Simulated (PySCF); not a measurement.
How methods differ on the electron affinity of Mo

Mo- [Kr] 4d5 5s2 (6S) → Mo [Kr] 4d5 5s1 (7S), as a difference of total energies. Calculation: PySCF 2.14, in aug-cc-pwCVDZ-PP with ECP28MDF; a scalar-relativistic core potential. Correlated levels: valence: 4s2 4p6 frozen. The calculations carry no spin-orbit coupling.

```csv
method,electron affinity (eV)
UHF,-0.310
MP2 (valence),0.172
SCS-MP2 (valence),0.278
CCSD (valence),0.504
CCSD(T) (valence),0.597
```

Errors of the correlated levels include the incompleteness of this basis and the frozen core.

A negative affinity means that the anion lies above the atom at that level of theory.

The coupled-cluster amplitudes are large for Mo- (T1 above 0.03 or a double amplitude above 0.15), so a single reference is strained.

For comparison: 0.747 eV (measured; photodetachment measurements, as compiled on the Wikipedia data page of electron affinities).
